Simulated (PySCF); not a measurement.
**Excitation energy of Cr by level of theory**

Cr [Ar] 3d5 4s1 (7S) → Cr [Ar] 3d4 4s2 (5D), as a difference of total energies. Calculation: PySCF 2.14, in aug-cc-pVDZ-DK; scalar relativity by spin-free X2C-1e. Correlated levels: valence: [Ar] frozen. The calculations carry no spin-orbit coupling.

| method | excitation energy (eV) | error (eV) |
| --- | --- | --- |
| UHF | 0.896 | -0.107 |
| MP2 (valence) | 1.082 | +0.079 |
| SCS-MP2 (valence) | 0.180 | -0.823 |
| CCSD (valence) | 0.850 | -0.153 |
| CCSD(T) (valence) | 0.835 | -0.168 |

Reference: 1.003 eV (measured; NIST levels, between the centres of gravity of the two terms).

Errors of the correlated levels include the incompleteness of this basis and the frozen core.
